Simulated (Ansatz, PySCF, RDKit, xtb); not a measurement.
Dimer: CH3F (SMILES CF) (first 5 atoms) with CH2O (SMILES C=O); geometry from B3LYP-D3(BJ)/def2-TZVP.
(charge 0, multiplicity 1):
| atom | x (Å) | y (Å) | z (Å) |
|---|---|---|---|
| C | -0.5414 | -0.1869 | -0.1505 |
| F | -0.4407 | 1.0388 | 0.5134 |
| H | -0.5796 | -0.9803 | 0.5948 |
| H | -1.4522 | -0.1788 | -0.7491 |
| H | 0.3335 | -0.3031 | -0.7900 |
| C | -0.3891 | 0.4197 | 3.2113 |
| O | -0.4717 | -0.7769 | 3.1502 |
| H | -1.2827 | 1.0675 | 3.2748 |
| H | 0.5854 | 0.9417 | 3.2116 |

Monomers are frozen at their geometry in the pair; levels with a basis set take the counterpoise correction.

Programs: Ansatz (a quantum-chemistry and plane-wave program) with Gaussian orbitals; PySCF for the dispersion terms; RDKit for the force fields; xtb for the GFN methods. Values without a source in brackets are computed.

Task: Give the interaction energy at the level MMFF94.

Result: -2.7 kcal/mol
